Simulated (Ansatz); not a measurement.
Reaction (formal exchange of groups at the Se–Si bond): `O[SiH](F)[SeH]` + `[OH][SnH3]` → `[OH][SnH2][SeH]` + `O[SiH2]F`

Program: Ansatz. Geometries: PBE0-D4/def2-TZVP. ΔE: electronic, gas phase. CBS: MP2 limit from def2 TZ/QZ plus the TZ coupled-cluster correction, frozen cores. Functionals use def2-TZVPP. B3LYP here is the variant with VWN-RPA as its local correlation; programs differ in this. def2 core potentials past Kr. For Se, Sn outer-core shells are correlated without core-valence functions, which leaves a few kJ/mol of doubt a bond. Scalar relativity is left out up to krypton. Each species was taken in one conformer, which may not be the lowest.

| level | ΔE (eV) |
| --- | --- |
| BLYP-D4 | -0.21 |
| B3LYP-D4 | -0.21 |
| PBE-QIDH | -0.19 |
| revPBE | -0.19 |
| B3LYP | -0.24 |
| LC-ωPBE | -0.14 |
| RPA@PBE/def2-TZVPP | -0.19 |
| HF/def2-QZVPP | -0.29 |

Question: What does CCSD(T)/CBS give? (An estimate is asked.)

Answer: Ansatz gave: -0.25 eV. The listed levels differ from it by 0.04, 0.04, 0.06, 0.06, 0.01, 0.11, 0.06, -0.04 eV.

Largest T1 diagnostic among the species: 0.014.

Leaving LDA and LC-ωPBE aside and taking each functional with its dispersion term where it has one, the values, not all of them listed here, spread over 0.15 eV, from BHLYP-D4 to B97M-V. LDA lies +0.08 eV from PBE without D4. In def2-TZVPP, CCSD(T) changes the Hartree–Fock value by +0.09 eV (the triples alone add +0.00 eV) and MP2 by +0.06 eV.
